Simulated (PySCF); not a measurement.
## O⁺: excitation energy

O⁺ [He] 2s2 2p3 (4S) → O⁺ [He] 2s1 2p4 (4P), as a difference of total energies. Computed with PySCF 2.14 in x2c-QZVPPall, with the spin-free X2C one-electron Hamiltonian (Gaussian nucleus). Correlated levels: valence: 1s2 frozen; valence and next inner shell: nothing frozen. The calculations carry no spin-orbit coupling.

```
                                method  excitation energy (eV)
                                   UHF                  14.951
                                   LDA                  14.343
                                   PBE                  14.098
                                  PBE0                  14.402
                                r2SCAN                  14.086
                                  BLYP                  14.139
                                 TPSSh                  14.435
                                 B97-3                  14.885
                                  TPSS                  14.317
                                  ROHF                  14.937
                         MP2 (valence)                  14.996
                     SCS-MP2 (valence)                  15.002
    MP2 (valence and next inner shell)                  14.964
SCS-MP2 (valence and next inner shell)                  14.981
```

Errors of the correlated levels include the incompleteness of this basis and the frozen core.

For comparison: 14.870 eV (measured; NIST levels, between the centres of gravity of the two terms).
